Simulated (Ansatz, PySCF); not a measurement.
CH6OSi2, SMILES C([SiH2][SiH3])=O.

The structure is a stationary point at B3LYP-D3(BJ)/def2-SVP. Other conformers were not sampled.

Vertical ionisation energy (IE) and electron affinity (EA) in eV. Rows of orbital energies are one-electron estimates. Where ΔSCF, EOM or ADC give a negative EA the extra electron is unbound and the value depends on the basis.

| level | IE | EA |
|---|---|---|
| −ε(HOMO), −ε(LUMO), CAM-B3LYP/def2-TZVP (PySCF) | 8.48 | 0.60 |
| −ε(HOMO), −ε(LUMO), PBE/def2-TZVP (PySCF) | 5.68 | 2.91 |
| ΔSCF, CAM-B3LYP/def2-SVPD (Ansatz), final states of multiplicity 2 and 2 | 9.43 | -0.04 |
| ΔSCF, PBE/def2-SVPD (Ansatz), final states of multiplicity 2 and 2 | 9.04 | 0.13 |

Problem. What vertical singlet–triplet gap does ΔSCF give with CAM-B3LYP/def2-SVPD (Ansatz, a first-principles code) and with PBE/def2-SVPD (Ansatz)? (The exact figures need the calculation; the answer reports its results.)

Solution. 2.54 and 2.46 eV (triplet above singlet where positive).
